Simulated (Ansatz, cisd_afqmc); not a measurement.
System: BOF, charge 0, singlet. BOF (fluoro(oxo)borane, SMILES O=BF).
B3LYP-D3(BJ)/def2-TZVP minimum from Ansatz (a quantum-chemistry and plane-wave program):
```
B
O 1 1.2071
F 1 1.2860 2 180.00
```
Charge 0, spin multiplicity 1.

Total energies in cc-pVTZ, 16 correlated electrons, 3 frozen orbitals. Open shells are spin-unrestricted; no spin-orbit coupling. Cores are frozen in correlated methods. No relativity. AFQMC is phaseless with a CISD trial state; ± is one standard error, without the phaseless bias. Outlying blocks are dropped, and bars are widened where a walk drifts. Over all cases where full CI ran beside it in this data, AFQMC minus full CI had a median of +0.1 mEh and passed +0.4 mEh in a tenth of the cases.

```tsv
method	program	energy (Eh)	minus CCSDT(Q) (mEh)
HF	Ansatz	-199.15531	589.91
MP2	Ansatz	-199.72621	19.01
CCSD	Ansatz	-199.72262	22.60
CCSD(T)	Ansatz	-199.74393	1.29
CCSDT(Q)	Ansatz	-199.74522	0.00
AFQMC/CISD	cisd_afqmc	-199.7443 ± 0.0004	0.9 ± 0.4
```

Rough core times of Ansatz's runs on a shared machine: CCSD(T) under 20 s, CCSDT(Q) 2 min.
